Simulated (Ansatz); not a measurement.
Basis sets compared for Sn13H20, a cluster cut from cubic tin. The state is a singlet with charge 0. Geometry PBE-D4/def2-SVP. Ansatz on 2 threads of AMD EPYC 7R13 on a shared host and a share (18 GiB) of an NVIDIA H100 80GB HBM3; times are rough, and most runs start from earlier orbitals.

```xyz
33

Sn    2.992   -1.133   -2.688
Sn   -0.424    2.317    3.891
Sn    1.856   -1.546    1.712
Sn    0.930    2.392   -0.558
Sn   -1.331   -0.061   -3.780
Sn   -2.509   -0.344    0.697
Sn   -0.487   -3.900   -1.418
Sn    0.655    3.882    1.821
Sn    2.753    0.263   -0.251
Sn    0.486   -2.185   -3.430
Sn   -2.834    1.109    3.092
Sn   -0.704   -2.487    1.012
Sn   -1.569    1.353   -1.351
H     4.154   -2.416   -2.529
H     3.572   -0.067   -3.933
H    -0.688    3.295    5.302
H     0.714    1.083    4.326
H     2.955   -2.890    1.795
H     1.831   -0.797    3.277
H     1.531    3.440   -1.816
H    -0.779    1.008   -5.034
H    -2.885   -0.666   -4.267
H    -4.052   -1.003    0.221
H     0.581   -5.258   -1.225
H    -2.038   -4.529   -1.884
H     2.191    4.542    2.296
H    -0.407    5.225    1.525
H     4.308    0.901    0.213
H     0.645   -3.070   -4.923
H    -3.438    0.070    4.347
H    -4.024    2.350    2.841
H    -1.293   -3.555    2.259
H    -2.691    2.676   -1.540
```

In the def2 sets Sn takes a core potential; there is no spin–orbit coupling. Single mean-field runs in def2-SVP, def2-TZVP are fitted with def2-universal-jkfit.

Binding counts from free atoms (Sn triplet, H doublet) in the same basis, without a counterpoise term.

| level | functions | energy (Eh) | HOMO (eV) | LUMO (eV) | binding per atom (eV) | wall time |
| --- | --- | --- | --- | --- | --- | --- |
| PBE-D4/def2-SVP | 438 | -2798.0697 | -5.94 | -2.57 | 2.41 | 6.5 s |
| PBE0-D4/def2-SVP | 438 | -2798.2328 | -6.80 | -1.82 | 2.41 | 8.5 s |

**Question.** Estimate the rows for PBE-D4/def2-TZVP (with forces), PBE0-D4/def2-TZVP.

**Answer.** 
```json
{"level": "PBE-D4/def2-TZVP (with forces)", "functions": "770", "energy (Eh)": "-2798.1718", "HOMO (eV)": "-6.00", "LUMO (eV)": "-2.69", "binding per atom (eV)": "2.42", "wall time": "11 s"}
{"level": "PBE0-D4/def2-TZVP", "functions": "770", "energy (Eh)": "-2798.3222", "HOMO (eV)": "-6.82", "LUMO (eV)": "-1.91", "binding per atom (eV)": "2.42", "wall time": "7 s"}
```
